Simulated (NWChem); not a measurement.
System: ammonium (NH4 cation); SMILES [NH4+]

NWChem input:

```
start job
memory heap 200 mb stack 900 mb global 1100 mb
charge 1
geometry units angstroms noautosym nocenter noautoz
  N      0.000000     0.000000     0.000000
  H     -0.590962    -0.590962    -0.590962
  H      0.590962     0.590962    -0.590962
  H     -0.590962     0.590962     0.590962
  H      0.590962    -0.590962     0.590962
end
basis spherical
  N library def2-svpd
  H library def2-svpd
end
dft
  xc pbe0
  iterations 150
end
cosmo
  do_cosmo_smd true
  solvent water
end
task dft energy
```

Excerpt of the output:

```
             Northwest Computational Chemistry Package (NWChem) 7.3.0
             --------------------------------------------------------

                             Geometry "geometry" -> ""
                             -------------------------

 Output coordinates in angstroms (scale by  1.889725989 to convert to a.u.)

  No.       Tag          Charge          X              Y              Z
 ---- ---------------- ---------- -------------- -------------- --------------
    1 N                    7.0000     0.00000000     0.00000000     0.00000000
    2 H                    1.0000    -0.59096200    -0.59096200    -0.59096200
    3 H                    1.0000     0.59096200     0.59096200    -0.59096200
    4 H                    1.0000    -0.59096200     0.59096200     0.59096200
    5 H                    1.0000     0.59096200    -0.59096200     0.59096200

 Effective nuclear repulsion energy (a.u.)      16.3752187520

                                 NWChem DFT Module
                                 -----------------

 Summary of "ao basis" -> "ao basis" (spherical)
 ------------------------------------------------------------------------------
       Tag                 Description            Shells   Functions and Types
 ---------------- ------------------------------  ------  ---------------------
 N                         def2-svpd                 8       20   4s2p2d
 H                         def2-svpd                 4        8   2s2p

 in cosmo_initialize ...
 calling solv_data for solv:h2o

 solvent parameters
 solvname_short: h2o
 solvname_long:  water
 dielec:       78.4000
 dielecinf:     1.7769
 aqueous SMD model solvent descriptors
 dielec:       78.4000
 sola:          0.8200

          ---------------
          -cosmo- solvent
          ---------------
 Cosmo: York-Karplus, doi: 10.1021/jp992097l
 dielectric constant -eps-     =  78.40
 screen = (eps-1)/(eps    )    =   0.98724
 surface charge correction     = lagrangian

   van der Waals surface
 --------------------------

 ---------- ATOMIC COORDINATES (A.U.) ------------ VDWR(ANG.) --
     1    0.00000000    0.00000000    0.00000000     1.890
     2   -1.11675625   -1.11675625   -1.11675625     1.200
     3    1.11675625    1.11675625   -1.11675625     1.200
     4   -1.11675625    1.11675625    1.11675625     1.200
     5    1.11675625   -1.11675625    1.11675625     1.200
 number of segments per atom =        128
 number of   points per atom =        128
 atom (   nspa,  nppa )
 ----------------------
    1 (     88,     0 )       0
    2 (     43,     0 )       0
    3 (     43,     0 )       0
    4 (     43,     0 )       0
    5 (     43,     0 )       0
 number of -cosmo- surface points =      260
 molecular surface =     48.087 angstrom**2
 molecular volume  =     30.468 angstrom**3
 -lineq- algorithm             =   0
 -bem- low  level              =   3
 -bem- from -octahedral-
 gaussian surface charge width =   4.50000
 degree of switching           =   1.00000
 switching function tolerance  =   0.00010
 atomic radii =
 --------------
    1  7.000  1.890
    2  1.000  1.200
    3  1.000  1.200
    4  1.000  1.200
    5  1.000  1.200
 ...... end of -cosmo- initialization ......

 nat:                     5
 ixmem:                  1509
 calling mnsol_interface()
 G(SMD-CDS) energy (kcal/mol)  =     2.945
 SMD-CDS SASA (angstrom**2)    =    67.552

            General Information
            -------------------
          SCF calculation type: DFT
          Wavefunction type:  closed shell.
          No. of atoms     :     5
          No. of electrons :    10
           Alpha electrons :     5
            Beta electrons :     5
          Charge           :     1
          Spin multiplicity:     1
          Use of symmetry is: off; symmetry adaption is: off
          Maximum number of iterations: 150
          AO basis - number of functions:    52
                     number of shells:    24
          Convergence on energy requested:  1.00D-06
          Convergence on density requested:  1.00D-05
          Convergence on gradient requested:  5.00D-04

              XC Information
              --------------
                         PBE0 Method XC Functional
                     Hartree-Fock (Exact) Exchange  0.250
          PerdewBurkeErnzerhof Exchange Functional  0.750
            Perdew 1991 LDA Correlation Functional  1.000 local
           PerdewBurkeErnz. Correlation Functional  1.000 non-local

             Grid Information
             ----------------
          Grid used for XC integration:  medium
          Radial quadrature: Mura-Knowles
          Angular quadrature: Lebedev.
          Tag              B.-S. Rad. Rad. Pts. Rad. Cut. Ang. Pts.
          ---              ---------- --------- --------- ---------
          N                   0.65       49           6.0       434
          H                   0.35       45           7.0       434
          Grid pruning is: on
          Number of quadrature shells:   229
          Spatial weights used:  Erf1

      Superposition of Atomic Density Guess
      -------------------------------------

 Sum of atomic energies:         -56.24164606

 Renormalizing density from      11.00 to     10

      Non-variational initial energy
      ------------------------------

 Total energy =     -53.107340
 1-e energy   =     -97.470371
 2-e energy   =      27.987812
 HOMO         =      -1.184013
 LUMO         =      -0.277161

   convergence    iter        energy       DeltaE   RMS-Dens  Diis-err
 ---------------- ----- ----------------- --------- --------- ---------
     COSMO gas phase
 d= 0,ls=0.0,diis     1    -56.6018951523 -7.30D+01  2.73D-02  2.10D+00
 d= 0,ls=0.0,diis     2    -56.5555549437  4.63D-02  1.39D-02  2.17D+00
 d= 0,ls=0.0,diis     3    -56.7912444591 -2.36D-01  9.22D-04  8.71D-03
 d= 0,ls=0.0,diis     4    -56.7921992840 -9.55D-04  2.74D-05  1.89D-06
 d= 0,ls=0.0,diis     5    -56.7921995068 -2.23D-07  2.97D-06  4.99D-08

   convergence    iter        energy       DeltaE   RMS-Dens  Diis-err
 ---------------- ----- ----------------- --------- --------- ---------
     COSMO solvation phase
 d= 0,ls=0.0,diis     1    -56.9217849678 -1.30D-01  2.22D-03  2.62D-04
 d= 0,ls=0.0,diis     2    -56.9217924977 -7.53D-06  1.71D-04  2.56D-06
 d= 0,ls=0.0,diis     3    -56.9217887842  3.71D-06  1.04D-05  1.03D-06
 d= 0,ls=0.0,diis     4    -56.9217882685  5.16D-07  1.42D-06  2.64D-08

         Total DFT energy =      -56.921788268524
      One electron energy =     -102.220749237658
           Coulomb energy =       39.747554401355
    Exchange-Corr. energy =       -8.049576504292
 Nuclear repulsion energy =       16.375218751974

             COSMO energy =       -2.774235679904

 Numeric. integr. density =       10.000004507159

                                COSMO-SMD solvation results
                                ---------------------------

             internal energy in gas <Psi(g)|H|Psi(g)> =       -56.792199506841
         internal energy in solvent <Psi(s)|H|Psi(s)> =       -56.792116206743
                               delta internal energy  =         0.000083300098 (    0.05 kcal/mol)
   total free energy in solvent <Psi(s)|H+V/2|Psi(s)> =       -56.926480880367
 polarization energy contribution <Psi(s)|V/2|Psi(s)> =        -0.134364673624 (  -84.32 kcal/mol)
    total free energy in solvent including G(SMD-CDS) =       -56.921788268524
                       G(SMD-CDS) energy contribution =         0.004692611843 (    2.94 kcal/mol)
     1 M fixed-concentration free energy of solvation =        -0.129588761683 (  -81.32 kcal/mol)

                       DFT Final Molecular Orbital Analysis
                       ------------------------------------

 Vector    3  Occ=2.000000D+00  E=-5.758143D-01
              MO Center=  1.5D-01, -6.6D-02,  1.2D-01, r^2= 8.7D-01
   Bfn.  Coefficient  Atom+Function         Bfn.  Coefficient  Atom+Function
  ----- ------------  ---------------      ----- ------------  ---------------
     6      0.413387  1 N  py                45      0.369916  5 H  s
     7     -0.230243  1 N  pz                29     -0.204060  3 H  s
     5     -0.185983  1 N  px                 9     -0.167496  1 N  py
    37     -0.164590  4 H  s                 10      0.093290  1 N  pz
     8      0.075357  1 N  px                46      0.053422  5 H  s

 Vector    4  Occ=2.000000D+00  E=-5.758143D-01
              MO Center= -1.3D-02,  2.0D-01,  1.4D-02, r^2= 8.7D-01
   Bfn.  Coefficient  Atom+Function         Bfn.  Coefficient  Atom+Function
  ----- ------------  ---------------      ----- ------------  ---------------
     5      0.372141  1 N  px                 7     -0.345508  1 N  pz
    37      0.331144  4 H  s                 29     -0.308841  3 H  s
     8     -0.150784  1 N  px                10      0.139992  1 N  pz
    38      0.047823  4 H  s                 30     -0.044602  3 H  s
    17     -0.026087  1 N  d -1               6     -0.025010  1 N  py

 Vector    5  Occ=2.000000D+00  E=-5.758143D-01
              MO Center= -1.3D-01, -1.3D-01, -1.3D-01, r^2= 8.6D-01
   Bfn.  Coefficient  Atom+Function         Bfn.  Coefficient  Atom+Function
  ----- ------------  ---------------      ----- ------------  ---------------
    21      0.392651  2 H  s                  6      0.294917  1 N  py
     5      0.292252  1 N  px                 7      0.293433  1 N  pz
    37     -0.132027  4 H  s                 29     -0.130974  3 H  s
    45     -0.129650  5 H  s                  9     -0.119494  1 N  py
     8     -0.118414  1 N  px                10     -0.118893  1 N  pz

 Vector    6  Occ=0.000000D+00  E= 2.017486D-02
              MO Center= -5.6D-09, -3.2D-10, -1.2D-08, r^2= 5.1D+00
   Bfn.  Coefficient  Atom+Function         Bfn.  Coefficient  Atom+Function
  ----- ------------  ---------------      ----- ------------  ---------------
     4      7.515596  1 N  s                 22     -1.858320  2 H  s
    30     -1.858320  3 H  s                 38     -1.858320  4 H  s
    46     -1.858320  5 H  s                  2     -0.419656  1 N  s
     3      0.351087  1 N  s                 26     -0.344037  2 H  px
    27     -0.344037  2 H  py                28     -0.344037  2 H  pz

 Vector    7  Occ=0.000000D+00  E= 1.097479D-01
              MO Center= -3.8D-01, -3.2D-01, -7.1D-01, r^2= 4.2D+00
   Bfn.  Coefficient  Atom+Function         Bfn.  Coefficient  Atom+Function
  ----- ------------  ---------------      ----- ------------  ---------------
    22      1.222469  2 H  s                 27      0.765768  2 H  py
    30     -0.747418  3 H  s                 26      0.729882  2 H  px
    28      0.636521  2 H  pz                35      0.558714  3 H  py
    34      0.522827  3 H  px                43      0.372300  4 H  py
    38     -0.319725  4 H  s                  6      0.263507  1 N  py

 Vector    8  Occ=0.000000D+00  E= 1.097479D-01
              MO Center= -7.1D-02,  7.1D-01,  4.3D-02, r^2= 4.4D+00
   Bfn.  Coefficient  Atom+Function         Bfn.  Coefficient  Atom+Function
  ----- ------------  ---------------      ----- ------------  ---------------
    38     -1.048962  4 H  s                 30      0.972800  3 H  s
    44      0.733484  4 H  pz                36      0.700288  3 H  pz
    42     -0.622241  4 H  px                34     -0.589045  3 H  px
    43      0.473823  4 H  py                35     -0.407377  3 H  py
    28      0.403943  2 H  pz                52      0.370748  5 H  pz

     Multipole analysis of the density
     ---------------------------------

     L   x y z        total         alpha         beta         nuclear
     -   - - -        -----         -----         ----         -------
     0   0 0 0      1.000000     -5.000000     -5.000000     11.000000

     1   1 0 0      0.000000      0.000000      0.000000      0.000000
     1   0 1 0      0.000000      0.000000      0.000000      0.000000
     1   0 0 1      0.000000      0.000000      0.000000      0.000000

     2   2 0 0     -3.243104     -4.115841     -4.115841      4.988578
     2   1 1 0     -0.000000     -0.000000     -0.000000      0.000000
     2   1 0 1     -0.000000     -0.000000     -0.000000      0.000000
     2   0 2 0     -3.243104     -4.115841     -4.115841      4.988578
     2   0 1 1     -0.000000     -0.000000     -0.000000      0.000000
     2   0 0 2     -3.243104     -4.115841     -4.115841      4.988578
```

Level: PBE0/def2-SVPD, SMD on the gas-phase geometry. Geometry: optimised at PBE0-D3(BJ)/def2-TZVP. Solvent: water.
